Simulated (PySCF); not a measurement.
C₂F₄, singlet, at a GFN2-xTB geometry. Base run: MP2/3-21G (PySCF).

Input for PySCF:
```python
from pyscf import gto, scf, mp

mol = gto.Mole()
mol.atom = '''
    C    -0.001053    0.002480    0.664375
    C     0.001053   -0.002480   -0.664375
    F     0.002738    1.101181    1.396572
    F    -0.007178   -1.090724    1.404739
    F     0.007178    1.090724   -1.404739
    F    -0.002738   -1.101181   -1.396572
'''
mol.basis = '3-21g'
mol.charge = 0
mol.spin = 0
mol.verbose = 5
mol.build()

mf = scf.RHF(mol)
mf.kernel()

pt = mp.MP2(mf, frozen=6)
pt.kernel()
print('E(MP2) = %.10f' % pt.e_tot)
mf.analyze()
```

The base run was repeated with changes; each row names its change, and settings that it needs were set with it.

| change | basis functions | E (Eh) | MP2 correlation (Eh) | SCF-reference HOMO (eV) | SCF-reference HOMO-LUMO gap (eV) |
|---|---|---|---|---|---|
| base | 54 | -471.49614 | -0.64313 | -10.97 | 15.61 |
| basis = STO-3G | … | … | … | … | … |
| basis = pcseg-0 | 54 | -472.66084 | -0.67047 | -11.50 | 15.54 |
| basis = 6-31G | 54 | … | … | … | … |
| basis = pc-1 | 84 | -474.25474 | -0.98181 | -11.20 | 15.91 |
| basis = cc-pVDZ | 84 | … | … | … | 16.05 |
| basis = 6-31G** | 84 | -474.32771 | -0.91931 | -10.76 | 16.05 |
| basis = def2-SV(P) | 84 | -474.01674 | -0.98182 | -11.12 | 15.99 |
| basis = 6-31G* | 84 | -474.32771 | -0.91931 | -10.76 | 16.05 |
| basis = 6-31+G* | 108 | … | … | … | … |
| basis = 6-311G** | 108 | -474.61480 | -1.07305 | -11.04 | 16.05 |
| basis = def2-SVPD | 132 | -474.09220 | -1.02760 | -11.25 | 13.47 |
| basis = 6-311++G** | 132 | -474.63767 | -1.08425 | -11.24 | 13.10 |

**Question.** Some entries are withheld; supply them.

**Answer.** 
- basis = STO-3G, basis functions: 30
- basis = STO-3G, E (Eh): -467.07628
- basis = STO-3G, MP2 correlation (Eh): -0.17506
- basis = STO-3G, SCF-reference HOMO (eV): -7.39
- basis = STO-3G, SCF-reference HOMO-LUMO gap (eV): 15.60
- basis = 6-31G, E (Eh): -473.90903
- basis = 6-31G, MP2 correlation (Eh): -0.65446
- basis = 6-31G, SCF-reference HOMO (eV): -11.52
- basis = 6-31G, SCF-reference HOMO-LUMO gap (eV): 15.65
- basis = cc-pVDZ, E (Eh): -474.43117
- basis = cc-pVDZ, MP2 correlation (Eh): -0.99081
- basis = cc-pVDZ, SCF-reference HOMO (eV): -10.92
- basis = 6-31+G*, E (Eh): -474.36604
- basis = 6-31+G*, MP2 correlation (Eh): -0.93822
- basis = 6-31+G*, SCF-reference HOMO (eV): -11.13
- basis = 6-31+G*, SCF-reference HOMO-LUMO gap (eV): 13.03

Totals compare only among sets that treat the same electrons; sets with core potentials leave the core out.
